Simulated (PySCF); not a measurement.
# How the method changes the shape and vibrations of Cl3Ge cation

Calculated results; nothing here was measured. They come from PySCF 2.14.0, an open-source quantum chemistry program, on an isolated molecule that a program drew, which may never have been made. The molecule is Cl3Ge cation (charge +1, singlet), drawn as the SMILES string `[Cl][Ge+]([Cl])[Cl]`.

The geometry was optimised and harmonic frequencies were computed with HF and MP2, all in the cc-pV(D+d)Z basis, for the commonest isotopes, with a restricted reference for singlets and an unrestricted one otherwise, and a frozen core in MP2. Germanium has the cc-pVDZ-PP basis, with a core potential (ECP10MDF) in place of its 10 inner electrons, and its 3s, 3p and 3d shells are frozen in MP2. Each result is a local minimum of its method.

Geometry at the HF minimum:
```xyz
4
Cl3Ge cation, angstrom
Cl    2.1819    0.7870    1.6142
Ge    1.3135    0.0744    3.3218
Cl   -0.6724    0.4057    3.6736
Cl    2.4309   -0.9701    4.6777
```

Lengths of the bonds as drawn, in Å (atoms numbered as above):
| bond | HF | MP2 |
|---|---|---|
| Cl1-Ge2 | 2.044 | 2.057 |
| Ge2-Cl3 | 2.044 | 2.057 |
| Ge2-Cl4 | 2.044 | 2.057 |

Rotational constants, in GHz:
| constant | HF | MP2 |
|---|---|---|
| A | 2.306 | 2.277 |
| B | 2.306 | 2.277 |
| C | 1.153 | 1.138 |

Harmonic frequencies in cm^-1, each column in rising order, so a row needn't be the same motion in every method:
| rank | HF | MP2 |
|---|---|---|
| 1 | 157 | 149 |
| 2 | 157 | 149 |
| 3 | 167 | 156 |
| 4 | 451 | ? |
| 5 | 566 | 554 |
| 6 | 566 | 554 |

**Estimate the missing MP2 frequency from the HF column.**

A single factor s that minimises the squared misfit of MP2 against s times HF over the other rows is sum(HF x MP2) / sum(HF^2) = 0.9750, with an rms misfit of 4 cm^-1. For rank 4 it gives 0.9750 x 451 = 440 cm^-1. The calculation gives 438 cm^-1, 2 cm^-1 below the estimate. The drawn bonds are on average 0.6 % longer in MP2 than in HF.
